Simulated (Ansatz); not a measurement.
Cartesian coordinates in Å:
```
C 1.202 1.981 -0.188
Ga 0.760 0.431 0.906
Cl 1.915 -1.405 0.731
Cl -0.156 0.671 2.877
O -1.039 -0.354 0.153
Si -1.193 -1.717 -0.846
H 1.364 1.677 -1.223
H 2.116 2.447 0.182
H 0.396 2.714 -0.148
H -1.627 -0.293 0.917
H -2.583 -1.698 -1.360
H -0.211 -1.502 -1.924
H -0.945 -2.953 -0.077
```

Total charge 0; spin multiplicity 1.

**Question.** List the ωB97M-V/def2-TZVPP orbital energies in eV (Ansatz 0.2.0). (An estimate is asked.)

**Answer.** The calculation gave: Occupied: -10153.99, -2771.20, -2771.16, -1808.46, -1257.40, -1111.57, -1111.52, -1111.48, -528.16, -281.20, -261.59, -261.55, -199.04, -199.00, -198.95, -198.94, -198.91, -198.90, -154.86, -149.46, -107.30, -107.19, -107.08, -103.63, -103.55, -103.54, -32.85, -26.60, -26.59, -26.35, -26.34, -26.27, -24.75, -24.29, -21.96, -20.04, -17.61, -16.10, -14.94, -14.09, -13.91, -13.61, -12.82, -12.39, -12.03, -11.78, -11.25, -11.01, -10.73, -10.42. Lowest empty: 0.75, 2.01, 2.43, 2.68, 2.93, 3.13, 3.26, 3.46.
